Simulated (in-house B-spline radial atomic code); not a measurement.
Al⁺. Computed with a B-spline radial atomic code. Model: all-electron spherical atom, spin shells full or empty, radial basis limit, no spin-orbit coupling, Breit or QED, empty-state partial waves extrapolated as (l+1/2)^-4, RPA, G0W0 and static COHSEX of the highest shell as one setting changes (uncorrelated shells keep exact exchange).

Given: element Al; charge 1; filled core Ne; hamiltonian non-relativistic; mean-field start LDA VWN5; highest l of empty states 9; highest mean-field shell 3s.

Shell: 3s 1 1 (electrons up and down).

```csv
lowest nl shells left uncorrelated,RPA correlation energy (hartree),G0W0 level (eV),G0W0 minus most complete (meV),COHSEX level (eV),removal by RPA minus most complete (meV)
0,-0.71405,-18.996,0,-21.112,0
1,?,?,?,?,?
2,?,?,?,?,?
3,-0.082219,-18.791,204.3,-20.815,-212.4
```

Q: What follows for lowest nl shells left uncorrelated = 2?

A: RPA correlation energy -0.44143 hartree; G0W0 level -19.034 eV; G0W0 minus most complete -38.3 meV; COHSEX level -21.177 eV; removal by RPA minus most complete 26.6 meV.

Q: What follows for lowest nl shells left uncorrelated = 1?

A: RPA correlation energy -0.59033 hartree; G0W0 level -18.993 eV; G0W0 minus most complete 2.3 meV; COHSEX level -21.106 eV; removal by RPA minus most complete 0.4 meV.
